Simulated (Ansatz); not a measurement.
Gas-phase electronic energies from Ansatz, PBE0-D4/def2-TZVP geometries. CBS: MP2 limit from def2 TZ/QZ plus the TZ coupled-cluster correction, frozen cores. This one scheme is used for every species. DFT in def2-TZVPP. For Ge outer-core shells are correlated without core-valence functions, which leaves a few kJ/mol of doubt a bond. Scalar relativity is left out up to krypton. Each species was taken in one conformer, which may not be the lowest.

`C[NH][Ge]([Cl])([NH]C)[NH]C` + CH₃OH → `C[NH][Ge]([NH]C)([NH]C)[O]C` + HCl  (ligand exchange at a Ge–Cl bond)

```tsv
level	ΔE (kcal/mol)
PBE0	11.6
SCS-MP2/def2-TZVPP	8.2
```

Q: What does CCSD(T)/CBS give? (Estimate.)

A: The calculation gave: +9.0 kcal/mol. The listed levels differ from it by 2.6, -0.8 kcal/mol.

Largest T1 diagnostic among the species: 0.011.

In def2-TZVPP, CCSD(T) changes the Hartree–Fock value by −3.3 kcal/mol (the triples alone add −0.2 kcal/mol) and MP2 by −2.3 kcal/mol. The D4 term adds −1.0 kcal/mol with B3LYP and −0.8 kcal/mol with PBE0; it sums over pairs of atoms, weighted by their polarisabilities, and B3LYP, whose exchange is more repulsive, gets the larger term.

B3LYP here is the variant with VWN-RPA as its local correlation; programs differ in this.
